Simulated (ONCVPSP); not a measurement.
## Ni (Z = 28): one change to an ONCV potential, before and after

ONCVPSP 4.0.1 input, shortened (lines: element, Z, core and valence counts, functional; n l f; lmax; l rc ep ncon nbas qcut; lloc lpopt rc5 dvloc0; l nproj debl; icmod fcfact rcfact), PBEsol, scalar-relativistic:

```
  Ni 28.00    3    4  -116133      upf
    1    0    2.00
    2    0    2.00
    2    1    6.00
    3    0    2.00
    3    1    6.00
    3    2    8.00
    4    0    1.00
    2
    0    1.25    0.00    4    8    9.70
    1    1.20    0.00    3    6    9.40
    2    1.00    0.00    4    9   17.00
    4    1    0.95    0.00
    0    3    3.70
    1    2    1.30
    2    2    2.40
    3    3.00    1.75
```

In the p channel the program set the typed energies aside and used -2.954, 0.250 Ha.

All-electron outer shells of the reference configuration (PBEsol, scalar-relativistic, ld1.x):

```csv
shell,level (eV),outermost node (bohr),outermost maximum (bohr)
2p,-853.15,–,0.16
3s,-119.89,0.30,0.64
3p,-80.38,0.27,0.65
3d,-17.95,–,0.63
4s,-13.18,0.92,2.13
```

Change: s: rc 1.04.

Cutoffs: the cutoffs (Ha) at which the residual kinetic energy of the hardest occupied pseudo-wave falls to 1 and 0.1 mHa per electron; they do not see the model core or the augmentation charge, which bear on the density cutoff. Errors are all-electron minus pseudo energies relative to the spin-unpolarised reference configuration.

What does the change do?

The potential gets neither clearly harder nor softer (103 Ha and 117 Ha → 103 Ha and 117 Ha); the d channel sets the loose cutoff, while the largest relative change is in s, which becomes harder; of the 4 tests that both files solve, the error grows in 0 and shrinks in 1 by more than 15 % and 0.3 meV (median size 2.6 → 2.1 meV); neither file shows a bound ghost.

| quantity | base | changed |
| --- | --- | --- |
| cutoff, loose | 103 Ha | 103 Ha |
| cutoff, tight | 117 Ha | 117 Ha |
| loose cutoff by channel | s 32 Ha, p 36 Ha, d 103 Ha | s 41 Ha, p 36 Ha, d 103 Ha |
| bound ghosts | none | none |
| GHOST(+) flags under 300 eV | none | none |
| error for 3s2 3p6 3d8 4s2, meV [ΔE -9.34 eV] | +1.2 | +1.1 |
| error for 3s2 3p6 3d8 4s0, meV [ΔE 17.26 eV] | -0.7 | -0.5 |
| error for 3s2 3p6 3d7 4s0, meV [ΔE 54.70 eV] | -3.9 | -3.2 |
| error for 3s2 3p6 3d6 4s0, meV [ΔE 112.22 eV] | +15 | +14 |
| p: phases at 1.22 bohr within 0.05 rad from the reference energy up to (Ha; the scan ends near 5) | to the end of the scan | to the end of the scan |
| d: phases at 1.01 bohr within 0.05 rad from the reference energy up to (Ha; the scan ends near 5) | to the end of the scan | to the end of the scan |
| rms error of d²Exc/dni dnj with the model core, mHa | 2.09 | 1.88 |
